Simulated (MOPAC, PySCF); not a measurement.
System: BF4 (anion, charge -1), singlet: flattening of a tetrahedron along the D2d path, bond length relaxed. Scanned: the two opposite F-B-F angles (109.47 = tetrahedral, 180 = square planar). Other coordinates (B-F bond length) were minimised at B3LYP/def2-TZVP.

- PM7, restricted, heats of formation (MOPAC)
- RMP2/3-21G = restricted MP2 (frozen core)/3-21G run with PySCF
- RKS-LDA (SVWN5)/6-31G* = restricted LDA (SVWN5)/6-31G*, spherical d (PySCF)
- M06-2X/def2-TZVP, density fitting (PySCF)

Energies relative to the lowest point of each profile, in kJ/mol; the last columns give the difference from M06-2X:

```tsv
a / °	PM7	RMP2/3-21G	RKS-LDA (SVWN5)/6-31G*	M06-2X	PM7 − M06-2X	RMP2/3-21G − M06-2X	RKS-LDA (SVWN5)/6-31G* − M06-2X
90	74.0	130.1	116.3	120.8	-46.8	9.3	-4.6
95	37.8	67.3	60.1	62.3	-24.5	5.1	-2.2
100	15.1	27.1	24.2	25.0	-9.9	2.2	-0.8
105	3.0	5.8	5.0	5.2	-2.1	0.6	-0.1
109.47	0.0	0.0	0.0	0.0	0.0	0.0	0.0
115	4.2	7.9	6.8	7.1	-2.9	0.8	-0.3
120	15.0	27.1	23.6	24.2	-9.2	2.9	-0.6
130	52.2	92.6	79.2	81.2	-29.0	11.4	-2.0
140	105.3	182.2	153.4	157.7	-52.5	24.4	-4.3
150	166.4	279.2	233.1	239.8	-73.4	39.3	-6.8
160	226.1	365.9	304.3	313.6	-87.4	52.4	-9.3
170	270.5	426.1	353.7	365.1	-94.7	61.0	-11.5
180	287.2	447.7	371.4	383.7	-96.5	64.0	-12.3
```

PM7 is furthest from M06-2X at 180 (-96.5 kJ/mol, below); its mean absolute difference over the points is 40.7 kJ/mol.

RMP2/3-21G is furthest from M06-2X at 180 (64.0 kJ/mol, above); its mean absolute difference over the points is 21.0 kJ/mol.

RKS-LDA (SVWN5)/6-31G* is furthest from M06-2X at 180 (-12.3 kJ/mol, below); its mean absolute difference over the points is 4.2 kJ/mol.
